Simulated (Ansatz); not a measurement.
SinHm: gap (eV) at several levels, gas phase, relaxed structures; Ansatz. Clusters are the lowest isomers that short searches found in that spin, judged at the geometry's level. HOMO and LUMO are taken over both spins. Singlets are spin-restricted. A dash marks a value that wasn't run or was left out as unsound. The structures are stationary points that may keep the symmetry of their start. Remarks come from the PBE and PBE0 runs and from stability tests at other levels; not every state was tested.

```tsv
species	state	geometry	PBE-D4/def2-SVP	PBE-D4/def2-TZVPD	r2SCAN-D4/def2-TZVP	PBE0-D4/def2-SVP	PBE0-D4/def2-TZVP	PBE0-D4/def2-TZVPD	remarks
Si2H4	singlet	PBE-D4/def2-TZVP	2.46	2.41	2.67	3.96	3.91	3.89	restricted SCF unstable in HF
Si3H4	singlet	PBE0-D4/def2-TZVP	2.90	2.81	3.14	4.47	4.38	4.35	–
Si5H2	singlet	B3LYP-D4/def2-SVP	2.64	2.59	2.83	4.01	3.98	3.96	restricted SCF unstable in HF
Si3H5	doublet	PBE0-D4/def2-TZVP	0.95	0.94	1.49	2.66	2.66	2.66	–
Si4H6	singlet	PBE-D4/def2-SVP	2.65	2.58	2.86	4.13	4.08	4.07	restricted SCF unstable in HF
Si4H8	singlet	r2SCAN-D4/def2-SVP	4.76	4.54	4.96	6.50	6.35	6.29	–
Si8H6	singlet	PBE-D4/def2-SVP	1.41	1.39	1.54	2.85	2.84	2.83	restricted SCF unstable in HF
Si9H15	doublet	r2SCAN-D4/def2-SVP	1.48	–	2.17	3.33	3.31	–	–
```

Over the 7 species that have every level, the mean is 2.54 at PBE-D4/def2-SVP, 2.47 at PBE-D4/def2-TZVPD, 2.78 at r2SCAN-D4/def2-TZVP, 4.08 at PBE0-D4/def2-SVP, 4.03 at PBE0-D4/def2-TZVP, 4.01 at PBE0-D4/def2-TZVPD. Orbital gaps grow with the share of exact exchange and aren't one observable across functionals.
